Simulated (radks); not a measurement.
Values are calculated unless marked as measured or tabulated.
Effect of the nuclear size on the neon ion Ne+, [He] 2s2 2p5. Code: a radial shooting solver on a logarithmic mesh with Libxc functionals. Model: Dirac Kohn-Sham, relativistic LDA (MacDonald-Vosko exchange, VWN5 correlation), spin-unpolarised, spherical densities, finite nucleus; open shells fill j = l - 1/2 first; Fermi nuclear charge, rms radius 3.0055 fm. The rms radius is varied about that value; shifts are against it.

rms radius (fm)  total energy shift (eV)  density at nucleus (e/bohr^3)  1s1/2 shift (meV)
2.5877                         -0.000305                          641.7             -0.125
2.7711                         -0.000177                          641.4             -0.072
3.0055                                 0                            641              0.000
3.1738                          0.000135                          640.8              0.055
3.6877                          0.000594                          640.1              0.243

Slopes of the eigenvalues against <r^2> in GHz/fm^2, as finite differences over the two radii next to the reference (eigenvalue slopes, not the field-shift constants of lines): 1s1/2 12.9.
